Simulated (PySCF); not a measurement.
# How methods differ on the excitation energy of Ir²⁺

Ir²⁺ [Xe] 4f14 5d7 (4F) → Ir²⁺ [Xe] 4f14 5d6 6p1 (high-spin determinant), as a difference of total energies. Calculation: PySCF 2.14, in aug-cc-pwCVTZ-PP with ECP60MDF (8s8p7d4f3g, 122 functions); scalar relativity through the core potential. Correlated levels: valence: 5s2 5p6 frozen; valence and next inner shell: nothing frozen outside the core potential. The calculations carry no spin-orbit coupling.

| method | excitation energy (cm⁻¹) |
| --- | --- |
| UHF | 69957 |
| LDA | 74065 |
| PBE | 74017 |
| PBE0 | 74862 |
| r2SCAN | 73173 |
| HSE06 | 74724 |
| MN15 | 75284 |
| BHandHLYP | 77044 |
| MP2 (valence) | 76347 |
| SCS-MP2 (valence) | 80177 |
| MP2 (valence and next inner shell) | 74059 |
| SCS-MP2 (valence and next inner shell) | 76576 |

The determinant of the upper state mixes LS terms, which raises its energy above the lowest term, most at the Hartree-Fock and MP2 levels.
